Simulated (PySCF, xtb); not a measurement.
C₂H₃B, SMILES BC#C.

Harmonic wavenumbers (cm⁻¹) from GFN2-xTB in xtb at its own minimum, in rising order: 265, 266, 634, 688, 807, 842, 947, 1184, 2188, 2633, 2668, 3358.

What does PySCF with B3LYP-D3(BJ)/def2-TZVP give at its own minimum? (An estimate is asked for; the answer gives what the named calculation found.)

261, 302, 623, 790, 883, 920, 1006, 1235, 2144, 2605, 2682, 3456. Paired by order, the mean absolute difference is 50 cm⁻¹ and the zero-point energies are 23.6 and 24.2 kcal/mol.
